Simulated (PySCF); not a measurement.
C2H7S (SMILES CC[SH2+]), charge +1, singlet, at a GFN2-xTB geometry; CCSD(T)/6-31G in PySCF.

Input for PySCF:
```python
from pyscf import gto, scf, cc

mol = gto.M(
    atom='''
C    -1.39687184    0.83554816   -0.41512115
C    -0.64617244   -0.47232902   -0.36364883
S     1.03921045   -0.29895051    0.37330792
H    -1.56034075    1.25061175    0.57694656
H    -0.88922469    1.57243792   -1.03357573
H    -2.37373727    0.65209273   -0.85884729
H    -1.15365990   -1.21533529    0.25229539
H    -0.48347414   -0.89395523   -1.35599440
H     1.41579051    0.79650901   -0.32877442
H     0.67554476    0.44153247    1.44764304
''',
    basis='6-31g',
    charge=1,
    verbose=5,
)

mf = scf.RHF(mol)
mf.kernel()

mycc = cc.CCSD(mf)
mycc.diis_space = 3
mycc.kernel()
et = mycc.ccsd_t()
print('E(CCSD(T)) = %.10f' % (mycc.e_tot + et))
mf.analyze()
```

Question: Predict the main parts of the log of this PySCF run.

Answer: 
```
PySCF version 2.14.0

[INPUT] verbose = 5
[INPUT] max_memory = 4000
[INPUT] num. atoms = 10
[INPUT] num. electrons = 34
[INPUT] charge = 1
[INPUT] spin (= nelec alpha-beta = 2S) = 0
[INPUT] symmetry False subgroup None
[INPUT] Mole.unit = angstrom
[INPUT] Symbol           X                Y                Z      unit          X                Y                Z       unit  Magmom
[...]
[INPUT] ---------------- BASIS SET ----------------
[INPUT] l, kappa, [nprim/nctr], expnt,             c_1 c_2 ...
[INPUT] H
[...]
                                2.8253937         0.23472695
                                0.6401217         0.81375733
[...]
[INPUT] S
[...]
                                3301.49           0.01423
                                754.146           0.069696
                                212.711           0.238487
                                67.9896           0.483307
                                23.0515           0.338074
[...]
                                100.71            -0.031693
                                32.1599           -0.113317
                                11.8079           0.05609
                                4.6311            0.592255
                                1.87025           0.455006
[...]
                                0.922167          0.066957
                                0.341287          1.05451
[...]
                                100.71            0.030681
                                32.1599           0.130452
                                11.8079           0.327205
                                4.6311            0.452851
                                1.87025           0.256042
[...]
                                0.922167          0.310263
                                0.341287          0.754483
[...]
[INPUT] C
[...]
                                457.36951         0.0140373
                                103.94869         0.0688426
                                29.210155         0.2321844
                                9.286663          0.4679413
                                3.163927          0.362312
[...]
                                1.8812885         -0.1608542
                                0.5442493         1.1434564
[...]
                                1.8812885         0.316424
                                0.5442493         0.7443083
[...]
nuclear repulsion = 116.925666462258
number of shells = 31
number of NR pGTOs = 118
number of NR cGTOs = 45
[...]
converged SCF energy = -476.949376065055
E(CCSD) = -477.240054814239  E_corr = -0.2906787491844786
E(CCSD(T)) = -477.2457570036
Total Energy =                        -476.949376065054594
[...]
1 C 3py          0.00952   0.03719   0.02288   0.04653   0.07328
1 C 3pz          0.03810  -0.03221  -0.11450   0.06143   0.03042
2 S 1s          -0.00006   0.00005  -0.00000   0.00013  -0.00010
2 S 2s           0.00017  -0.00016   0.00000  -0.00035   0.00028
2 S 3s           0.01106   0.01845  -0.00000  -0.01103   0.00097
2 S 4s           0.06834   0.00948  -0.00000  -0.27305  -0.04033
2 S 2px         -0.00025  -0.00004  -0.00003   0.00021  -0.00032
2 S 2py         -0.00003  -0.00019  -0.00002   0.00009   0.00021
2 S 2pz         -0.00011  -0.00006   0.00008   0.00010  -0.00009
2 S 3px          0.00300   0.01678   0.00058  -0.04021  -0.02038
2 S 3py          0.02237   0.02474   0.00028  -0.03829  -0.00730
2 S 3pz          0.00572   0.01193  -0.00140  -0.02441  -0.00995
2 S 4px         -0.07423  -0.00436  -0.02710   0.05814  -0.04807
2 S 4py          0.04047  -0.01917  -0.01300  -0.08742   0.00602
2 S 4pz         -0.02285  -0.00565   0.06504   0.00676  -0.01883
3 H 1s           0.18325   0.18915  -0.23907   0.01454   0.02514
3 H 2s          -0.36969  -0.33537   0.48500   0.09601  -0.14695
4 H 1s           0.18325   0.18915   0.23907   0.01454   0.02514
4 H 2s          -0.36969  -0.33537  -0.48500   0.09601  -0.14695
5 H 1s          -0.23663   0.27877  -0.00000  -0.00517   0.03066
5 H 2s           0.48125  -0.48986   0.00000   0.08199  -0.17744
6 H 1s           0.11452  -0.03789   0.12794  -0.00206  -0.02919
6 H 2s          -0.24010   0.05031  -0.30418   0.10662   0.17000
7 H 1s           0.11452  -0.03789  -0.12794  -0.00206  -0.02919
7 H 2s          -0.24010   0.05031   0.30418   0.10662   0.17000
8 H 1s          -0.01374  -0.03036  -0.01531   0.03105   0.01311
8 H 2s           0.07479   0.09199   0.05874  -0.11782  -0.02619
9 H 1s          -0.01374  -0.03036   0.01531   0.03105   0.01311
9 H 2s           0.07479   0.09199  -0.05874  -0.11782  -0.02619
 ** Mulliken pop on meta-lowdin orthogonal AOs  **
 ** Mulliken pop  **
 ** Mulliken atomic charges  **
charge of    0C =     -0.30677
charge of    1C =     -0.19937
charge of    2S =      0.44376
charge of    3H =      0.12275
charge of    4H =      0.12275
charge of    5H =      0.15934
charge of    6H =      0.16655
charge of    7H =      0.16655
charge of    8H =      0.16221
charge of    9H =      0.16221

WARN: System has nonzero charge 1; the dipole moment is origin-dependent.
Location of origin: [0. 0. 0.]

Dipole moment(X, Y, Z, Debye):  0.79685,  0.84682,  0.50127
```
